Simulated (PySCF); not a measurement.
# Sn²⁺: excitation energy

Sn²⁺ [Kr] 4d10 5s2 (1S) → Sn²⁺ [Kr] 4d10 5s1 6s1 (3S), as a difference of total energies. All numbers are calculated (PySCF 2.14, the spin-free X2C one-electron Hamiltonian (Gaussian nucleus), in aug-cc-pVQZ-DK3 (9s8p6d3f2g, 102 functions)). Correlated levels: valence: [Kr] 4d10 frozen. The calculations carry no spin-orbit coupling.

| method | excitation energy (eV) |
| --- | --- |
| UHF | 15.734 |
| MP2 (valence) | 16.322 |
| SCS-MP2 (valence) | 16.538 |
| CCSD (valence) | 16.479 |

Problem. How much does correlation contribute at MP2 (valence)?

Solution. 16.322 − (15.734) = 0.588 eV, measured against UHF.

The promoted electron is Rydberg-like, and one or two diffuse shells describe it only roughly, which tends to raise the upper state.

With two correlated electrons CCSD is exact in that space.
